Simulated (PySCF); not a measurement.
CH5AlClNO, SMILES C[NH][Al]([OH])[Cl]. Atoms are numbered in the order given.

```xyz
10

Al     0.2505    -0.1108     0.0000
Cl    -0.5753    -2.0593     0.0000
N     -0.8363     1.2899     0.0000
C     -0.4705     2.6975     0.0000
H     -1.8485     1.1392     0.0000
H     -0.8480     3.2411    -0.8970
H     -0.8480     3.2411     0.8970
H      0.6331     2.8033     0.0000
O      1.9403     0.1697     0.0000
H      2.5905    -0.5487     0.0000
```
Charge 0, spin multiplicity 1.

The structure is a stationary point at PBE-D3(BJ)/def2-SVP. The structure was generated by enumeration; whether it is a known compound was not checked. One conformer was computed; it need not be the lowest.

Method: PySCF with PBE-D3(BJ)/def2-SVP.

Frequencies are harmonic and unscaled.

Problem. List the normal modes with their intensities. (Estimate from the structure and the level; the computed values follow.)

Solution. 
```json
[
 {"mode": "1", "ν (cm⁻¹)": "100", "IR (km/mol)": "0.9", "moving atoms (share of kinetic energy)": "H 33 %, N 27 %, C 21 %, Al 10 %, Cl 9 %"},
 {"mode": "2", "ν (cm⁻¹)": "101", "IR (km/mol)": "0.3", "moving atoms (share of kinetic energy)": "C 26 %, O 22 %, H 19 %, Cl 15 %, Al 15 %"},
 {"mode": "3", "ν (cm⁻¹)": "150", "IR (km/mol)": "0.0", "moving atoms (share of kinetic energy)": "H 88 %"},
 {"mode": "4", "ν (cm⁻¹)": "176", "IR (km/mol)": "20.0", "moving atoms (share of kinetic energy)": "O 39 %, Cl 19 %, H 14 %, Al 11 %, C 9 %"},
 {"mode": "5", "ν (cm⁻¹)": "234", "IR (km/mol)": "43.0", "moving atoms (share of kinetic energy)": "Al 63 %, O 15 %, N 15 %"},
 {"mode": "6", "ν (cm⁻¹)": "272", "IR (km/mol)": "85.3", "moving atoms (share of kinetic energy)": "H 92 %"},
 {"mode": "7", "ν (cm⁻¹)": "290", "IR (km/mol)": "0.9", "moving atoms (share of kinetic energy)": "N 28 %, Cl 26 %, C 21 %, H 16 %"},
 {"mode": "8", "ν (cm⁻¹)": "483", "IR (km/mol)": "23.6", "moving atoms (share of kinetic energy)": "Cl 33 %, Al 23 %, O 21 %, N 14 %, H 9 %"},
 {"mode": "9", "ν (cm⁻¹)": "497", "IR (km/mol)": "99.8", "moving atoms (share of kinetic energy)": "H 89 %, N 10 %"},
 {"mode": "10", "ν (cm⁻¹)": "598", "IR (km/mol)": "202.1", "moving atoms (share of kinetic energy)": "H 75 %, O 12 %"},
 {"mode": "11", "ν (cm⁻¹)": "725", "IR (km/mol)": "77.7", "moving atoms (share of kinetic energy)": "Al 43 %, N 23 %, O 12 %, H 10 %, C 10 %"},
 {"mode": "12", "ν (cm⁻¹)": "886", "IR (km/mol)": "96.7", "moving atoms (share of kinetic energy)": "Al 46 %, O 37 %, H 11 %"},
 {"mode": "13", "ν (cm⁻¹)": "1048", "IR (km/mol)": "25.1", "moving atoms (share of kinetic energy)": "H 85 %, C 10 %"},
 {"mode": "14", "ν (cm⁻¹)": "1098", "IR (km/mol)": "0.2", "moving atoms (share of kinetic energy)": "H 76 %, C 19 %"},
 {"mode": "15", "ν (cm⁻¹)": "1137", "IR (km/mol)": "116.0", "moving atoms (share of kinetic energy)": "N 44 %, C 35 %, H 18 %"},
 {"mode": "16", "ν (cm⁻¹)": "1338", "IR (km/mol)": "44.3", "moving atoms (share of kinetic energy)": "H 65 %, N 23 %, C 11 %"},
 {"mode": "17", "ν (cm⁻¹)": "1401", "IR (km/mol)": "21.8", "moving atoms (share of kinetic energy)": "H 86 %, C 14 %"},
 {"mode": "18", "ν (cm⁻¹)": "1417", "IR (km/mol)": "1.8", "moving atoms (share of kinetic energy)": "H 97 %"},
 {"mode": "19", "ν (cm⁻¹)": "1445", "IR (km/mol)": "5.0", "moving atoms (share of kinetic energy)": "H 96 %"},
 {"mode": "20", "ν (cm⁻¹)": "2916", "IR (km/mol)": "112.2", "moving atoms (share of kinetic energy)": "H 97 %"},
 {"mode": "21", "ν (cm⁻¹)": "2970", "IR (km/mol)": "42.6", "moving atoms (share of kinetic energy)": "H 90 %, C 10 %"},
 {"mode": "22", "ν (cm⁻¹)": "3048", "IR (km/mol)": "12.4", "moving atoms (share of kinetic energy)": "H 91 %, C 9 %"},
 {"mode": "23", "ν (cm⁻¹)": "3512", "IR (km/mol)": "17.8", "moving atoms (share of kinetic energy)": "H 93 %"},
 {"mode": "24", "ν (cm⁻¹)": "3829", "IR (km/mol)": "93.1", "moving atoms (share of kinetic energy)": "H 94 %"}
]
```
